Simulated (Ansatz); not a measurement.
The dipole moment down a group: B to In

One atom is swapped for its congeners: BHF2 `FBF`; AlHF2 `[F][AlH][F]`; InHF2 `[F][InH][F]`. The Ga member is missing. All are singlets with charge 0.

Shapes, held fixed at every level: PBE0-D4/def2-TZVP. Programs: Ansatz 0.2.0. Values in D.

(1) How should the dipole moment change along the series?

## Answers

(1) At wB97M-V/def2-TZVPP the dipole moment rises at every step, from 0.87 to 3.53 D. Every level shows the same order. For atoms past krypton def2 sets carry core potentials with scalar relativity. Magnitudes only: a dipole under 1 D may point either way.

```
               level  BHF2  AlHF2  InHF2
   PBE-D4/def2-TZVPP  0.76   1.28   3.31
r2SCAN-D4/def2-TZVPP  0.83   1.27   3.44
 B3LYP-D4/def2-TZVPP  0.89   1.35   3.53
  wB97M-V/def2-TZVPP  0.87   1.32   3.53
```
